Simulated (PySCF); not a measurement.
(E)-2-chloro-1-fluoroprop-1-ene (C3H4ClF), SMILES C/C(Cl)=C\F. Atoms are numbered in the order given.

```xyz
9

C     -1.6316    -0.1900     0.0000
C     -0.1596     0.0180     0.0000
Cl     0.3904     1.6645     0.0000
C      0.7621    -0.9471     0.0000
F      0.4151    -2.2322     0.0000
H     -2.0889     0.2736    -0.8881
H     -1.8602    -1.2639     0.0000
H     -2.0889     0.2736     0.8881
H      1.8406    -0.7750     0.0000
```
Charge 0, spin multiplicity 1.

Geometry optimised at PBE0-D3(BJ)/def2-SVP.

The numbers are results of PBE0-D3(BJ)/def2-SVP run with PySCF, not measurements.

Frequencies are harmonic and unscaled.

| mode | ν (cm⁻¹) | IR (km/mol) | Raman (Å⁴/amu) | depolarisation | moving atoms (share of kinetic energy) |
|---|---|---|---|---|---|
| 1 | 182 | 0.1 | 0.0 | – | H 97 % |
| 2 | 244 | 5.1 | 0.4 | 0.71 | C 41 %, F 34 %, H 15 %, Cl 10 % |
| 3 | 287 | 1.8 | 0.9 | 0.75 | C 54 %, F 26 %, H 11 %, Cl 9 % |
| 4 | 324 | 2.1 | 3.6 | 0.71 | C 47 %, H 22 %, Cl 21 %, F 10 % |
| 5 | 435 | 12.6 | 4.3 | 0.75 | C 61 %, H 37 % |
| 6 | 480 | 2.9 | 4.9 | 0.31 | Cl 45 %, F 35 %, C 16 % |
| 7 | 777 | 15.3 | 4.7 | 0.22 | C 65 %, H 22 %, Cl 8 % |
| 8 | 857 | 16.6 | 4.6 | 0.75 | H 67 %, C 32 % |
| 9 | 993 | 5.3 | 5.4 | 0.32 | H 49 %, C 48 % |
| 10 | 1048 | 0.1 | 0.3 | 0.75 | H 68 %, C 32 % |
| 11 | 1132 | 116.6 | 1.0 | 0.50 | C 64 %, H 29 % |
| 12 | 1209 | 112.6 | 1.8 | 0.41 | C 44 %, F 30 %, H 26 % |
| 13 | 1331 | 0.9 | 4.4 | 0.70 | H 79 %, C 20 % |
| 14 | 1404 | 10.3 | 11.2 | 0.43 | H 61 %, C 38 % |
| 15 | 1446 | 14.0 | 12.5 | 0.75 | H 97 % |
| 16 | 1451 | 1.9 | 19.1 | 0.69 | H 95 % |
| 17 | 1781 | 20.4 | 33.6 | 0.18 | C 94 % |
| 18 | 3061 | 9.2 | 164.0 | 0.02 | H 97 % |
| 19 | 3147 | 3.8 | 87.8 | 0.75 | H 91 %, C 9 % |
| 20 | 3186 | 1.3 | 69.1 | 0.74 | H 91 %, C 9 % |
| 21 | 3247 | 2.8 | 74.4 | 0.27 | H 91 %, C 9 % |
